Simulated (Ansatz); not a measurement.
Input:

```yaml
crystal:
  periodic: [false, false, false]
  atoms:
    - { symbol: W, position_ang: [0.011829, -0.133455, -0.2588] }
    - { symbol: H, position_ang: [-0.033663, 0.691237, 2.460561] }
    - { symbol: F, position_ang: [1.873395, -0.107271, 0.106803] }
    - { symbol: H, position_ang: [0.006686, 1.380518, 0.532517] }
    - { symbol: F, position_ang: [-1.862608, -0.09197, 0.029826] }
    - { symbol: Cl, position_ang: [-0.002881, -2.372623, 0.339752] }
    - { symbol: F, position_ang: [0.04548, 0.156487, -2.055927] }
    - { symbol: F, position_ang: [-0.038239, -0.192923, 2.155268] }
magnetization:
  spin_polarized: true
  initial_magnetization: 1
basis:
  gaussian: { orbitals: def2-SVP }
hamiltonian:
  xc: b3lyp
  dispersion: d4
phonons: {}
```

Launched with:

```bash
$ ansatz run input.yaml --threads 4 --pin off --max-ram 5120MiB --backend cpu --events-out ev --progress --plain --runs-dir out
```

Hardware: 4 threads of INTEL(R) XEON(R) PLATINUM 8581C CPU @ 2.30GHz (Emerald Rapids), with other jobs on the host.

Q: Roughly how long does this run take, and how much memory?

A: 72 s, with a peak of 0.46 GiB, for 0 ionic steps.
